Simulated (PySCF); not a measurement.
# HoB at PBE0

Level: PBE0. basis Ho x2c-TZVPall, B x2c-TZVPall; spin-free X2C with a Gaussian nucleus; PySCF 2.14.

| Item | Value |
| --- | --- |
| state | septet, about 10.9 electrons in the 4f shell (Mulliken), real f orbitals that mix terms |
| bond length | 2.336 Å |
| harmonic wavenumber | 431 cm⁻¹ |
| force constant | 1.13 mdyn/Å |
| rotational constant Be | 0.2992 cm⁻¹ |
| anharmonicity ωexe | 2.02 cm⁻¹ |
| vibration–rotation constant αe | 0.00158 cm⁻¹ |
| well depth De to Ho (4f11 6s2) + B | 26.8 kcal/mol |
| dissociation energy D0 | 26.2 kcal/mol |
| bond order (Mayer) | 1.69 |
| dipole moment (positive dipole means Ho(−)B(+)) | -5.09 D |

Spin–orbit coupling is left out, which matters for elements this heavy, above all for dissociation energies. The state is the lowest single determinant that the PBE0 search found; with open d or f shells the true ground state can be another one.
